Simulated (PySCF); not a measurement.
PySCF input for CH₅Ga, SMILES [CH3][GaH2], TPSSh-D3(BJ)/def2-TZVP. Geometry optimised at TPSSh-D3(BJ)/def2-TZVP.

```python
import numpy as np
from pyscf import gto, scf, dft, df
from pyscf.hessian import thermo

mol = gto.M(
    atom='''
    Ga    0.00510953   -0.20045303   -0.36059128
    H    -1.32076747   -0.34233595   -1.19323493
    H     1.33266807   -0.80653530   -0.94340036
    C    -0.01401020    0.74946825    1.36931545
    H    -0.07202979    1.82773168    1.18227898
    H     0.88217710    0.55805284    1.96137335
    H    -0.89638213    0.48032106    1.95541977
    ''',
    basis='def2-TZVP',
    charge=0,
    spin=0,
    max_memory=1600,
    verbose=3,
)
mf = dft.RKS(mol, xc='tpssh').density_fit(auxbasis='def2-universal-jkfit')
mf.disp = 'd3bj'
mf.grids.level = 4
mf.conv_tol = 1e-11
mf.max_cycle = 100
mf.kernel()

# [left out here: the lines that compute and print the analytic Hessian (its translational invariance restored by hand, since the grid's response is missing), thermochemistry and intensities]
```

Log of the run:

```
converged SCF energy = -1965.95302953829

WARN: MGGA Hessian is sensitive to dft grids. grids.level 4 may not be dense enough.


WARN: DFTD3 does not support analytical Hessian, using finite difference


WARN: Mole.unit (angstrom) is changed to Bohr

Mode                                 0                   1                   2
Irrep
Freq [cm^-1]                        4.3680            405.9416            499.2422
Reduced mass [au]                   1.0088              1.0396              1.0602
Force const [Dyne/A]                0.0000              0.1009              0.1557
Char temp [K]                       6.2846            584.0596            718.2984
Normal mode                   x     y     z       x     y     z       x     y     z
       0  Ga                 0.00  0.00 -0.00   -0.02  0.00 -0.00   -0.00 -0.01  0.01
       1   H                 0.07  0.41 -0.18    0.32 -0.29 -0.46    0.12  0.48 -0.26
       2   H                -0.12 -0.44  0.19    0.30  0.16  0.51    0.11  0.45 -0.21
       3   C                 0.01  0.01 -0.00    0.02  0.00  0.01   -0.01 -0.05 -0.01
       4   H                -0.46 -0.02  0.03    0.10  0.02  0.10    0.01 -0.12 -0.48
       5   H                 0.16  0.31 -0.14    0.16 -0.13 -0.23    0.05  0.21 -0.02
       6   H                 0.20 -0.35  0.13    0.15  0.04  0.22    0.03  0.25  0.17
Mode                                 3                   4                   5
Irrep
Freq [cm^-1]                      564.0102            735.1677            767.3464
Reduced mass [au]                   3.9635              1.2015              1.0480
Force const [Dyne/A]                0.7428              0.3826              0.3636
Char temp [K]                     811.4851           1057.7427           1104.0407
Normal mode                   x     y     z       x     y     z       x     y     z
       0  Ga                -0.00  0.03  0.04   -0.00 -0.02  0.01    0.01  0.01  0.01
       1   H                 0.03 -0.12  0.01    0.12  0.29 -0.25    0.27 -0.32 -0.41
       2   H                -0.04 -0.08  0.05    0.03  0.33 -0.28   -0.36 -0.29 -0.57
       3   C                 0.01 -0.11 -0.20    0.02  0.09 -0.06   -0.04  0.01  0.03
       4   H                -0.00 -0.11 -0.17   -0.03  0.16  0.48    0.06 -0.00 -0.04
       5   H                 0.00 -0.13 -0.20   -0.05 -0.24 -0.05    0.06 -0.05 -0.14
       6   H                -0.01 -0.14 -0.24    0.01 -0.30 -0.24    0.04  0.09  0.18
Mode                                 6                   7                   8
Irrep
Freq [cm^-1]                      783.3478           1238.2929           1462.4306
Reduced mass [au]                   1.2232              1.2111              1.0519
Force const [Dyne/A]                0.4422              1.0942              1.3255
Char temp [K]                    1127.0631           1781.6278           2104.1120
Normal mode                   x     y     z       x     y     z       x     y     z
       0  Ga                 0.02 -0.00  0.00    0.00  0.00  0.00    0.00 -0.00 -0.00
       1   H                -0.21  0.23  0.30    0.03 -0.01 -0.01   -0.01 -0.00  0.01
       2   H                -0.02 -0.01 -0.00   -0.03  0.00 -0.02   -0.01  0.00 -0.01
       3   C                -0.12  0.01 -0.03    0.00 -0.06 -0.11    0.06 -0.00  0.01
       4   H                 0.18  0.05  0.14   -0.02  0.07  0.52   -0.70 -0.03  0.04
       5   H                 0.15 -0.28 -0.51   -0.18  0.33  0.35    0.02 -0.41 -0.10
       6   H                 0.15  0.13  0.41    0.15  0.36  0.35   -0.14  0.50 -0.03
Mode                                 9                  10                  11
Irrep
Freq [cm^-1]                     1468.7884           1953.7870           1956.6573
Reduced mass [au]                   1.0580              1.0261              1.0152
Force const [Dyne/A]                1.3448              2.3079              2.2899
Char temp [K]                    2113.2595           2811.0644           2815.1942
Normal mode                   x     y     z       x     y     z       x     y     z
       0  Ga                 0.00  0.00 -0.00   -0.02  0.00 -0.00   -0.00  0.01  0.01
       1   H                -0.01 -0.02  0.01    0.70  0.08  0.46   -0.45 -0.03 -0.25
       2   H                 0.00 -0.01  0.01    0.42 -0.21 -0.21    0.72 -0.32 -0.30
       3   C                 0.01  0.05 -0.04   -0.00  0.00  0.00   -0.00 -0.00 -0.00
       4   H                -0.10 -0.02 -0.32   -0.00  0.00  0.00   -0.00 -0.00  0.01
       5   H                -0.37 -0.43  0.39   -0.00 -0.01 -0.02   -0.01  0.01  0.01
       6   H                 0.37 -0.25  0.39   -0.00  0.01  0.01    0.00  0.01  0.01
Mode                                12                  13                  14
Irrep
Freq [cm^-1]                     3019.2928           3085.1450           3118.3049
Reduced mass [au]                   1.0362              1.0944              1.1016
Force const [Dyne/A]                5.5653              6.1373              6.3115
Char temp [K]                    4344.0901           4438.8367           4486.5464
Normal mode                   x     y     z       x     y     z       x     y     z
       0  Ga                 0.00  0.00  0.00    0.00  0.00  0.00   -0.00  0.00  0.00
       1   H                -0.00 -0.00 -0.00   -0.00  0.00  0.00    0.00  0.00  0.00
       2   H                 0.00 -0.00 -0.00    0.00  0.00 -0.00    0.00 -0.00 -0.00
       3   C                 0.01 -0.04 -0.03    0.02  0.07 -0.05   -0.09  0.01 -0.02
       4   H                -0.04  0.71 -0.14    0.04 -0.60  0.09   -0.02 -0.13  0.02
       5   H                 0.36 -0.09  0.22    0.26 -0.04  0.15    0.66 -0.15  0.44
       6   H                -0.40 -0.14  0.25   -0.54 -0.15  0.35    0.39  0.13 -0.27
temperature 298.1500 [K]
pressure 101325.00 [Pa]
Rotational constants [GHz] 73.84623 8.91900 8.36778
Symmetry number 1
Zero-point energy (ZPE) 0.04798 [Eh]   125979.471 [J/mol]
                           tot       elec      trans        rot        vib
Entropy [J/mol/K]       307.326      0.000    164.411     90.349     52.566
Cv [J/mol/K]             59.805      0.000     12.472     12.472     34.862
Cp [J/mol/K]             68.119      0.000     20.786     12.472     34.862
Internal energy [J/mol]                      3718.434   3718.434 131077.120
Internal energy [Eh]   -1965.90027  -1965.95303
Enthalpy [J/mol]                             6197.391   3718.434 131077.120
Enthalpy [Eh]          -1965.89933
Gibbs free energy [J/mol]                  -42821.690 -23219.263 115404.547
Gibbs free energy [Eh] -1965.93423
mode   freq/cm-1   IR/(km/mol)
   1        4.37         0.002
   2      405.94        31.204
   3      499.24        42.075
   4      564.01        37.103
   5      735.17       104.406
   6      767.35       163.106
   7      783.35        73.693
   8     1238.29         4.778
   9     1462.43         0.819
  10     1468.79         1.876
  11     1953.79       281.088
  12     1956.66       149.866
  13     3019.29         8.664
  14     3085.14        14.371
  15     3118.30        13.948
max |gradient| / (hartree/bohr): 5.3905559076689925e-06
APT charges: [ 1.0352 -0.354  -0.3522 -0.2876 -0.0094 -0.0181 -0.0138]
```

The run converged.
